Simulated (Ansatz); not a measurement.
The same atomization along the group B, Al, Ga, In.

Computed with Ansatz on PBE0-D4/def2-TZVP structures; ΔE is electronic, products minus reactants. CCSD(T)/CBS adds triple-zeta CCSD(T) − MP2 to the extrapolated MP2 energy (def2 sets, frozen cores). Small cases extrapolate CCSD(T) itself. DFT in def2-TZVPP. Open shells (•) are unrestricted, without spin–orbit coupling. Spin–orbit coupling would lower the free atoms: a little for Al, B, S; clearly for Ga; strongly for In. def2 core potentials past Kr. Bonds to Ga, In are less sure, by a few kJ/mol each and by 10 to 20 or more in all where they break to atoms, as the def2 sets lack core-valence functions. Scalar relativity is left out up to krypton.

```tsv
reaction	r2SCAN-D4 (eV)	PBE-D4 (eV)	CCSD/CBS(def2) (eV)
`[BH3-][SH2+]` → 5 H• + B• + S•	21.01	20.98	20.59
`[AlH3-][SH2+]` → 5 H• + Al• + S•	17.79	17.47	17.69
`[SH2+][GaH3-]` → 5 H• + Ga• + S•	17.11	16.78	17.00
`[SH2+][InH3-]` → 5 H• + In• + S•	15.94	15.65	15.93
```

**Question.** Give the CCSD(T)/CBS values in the same order. (An estimate is asked.)

**Answer.** The calculation gave: 20.79, 17.85, 17.15, 16.08 eV.

Largest T1 diagnostic: 0.018, for Al•.

Extrapolated directly: `[AlH3-][SH2+]` → 5 H• + Al• + S•.

For atomizations the MP2-based limit and the directly extrapolated one differ by several kJ/mol either way, and by 10 to 25 for some Ge, Se and Sn compounds, so smaller differences from it don't rank the levels.
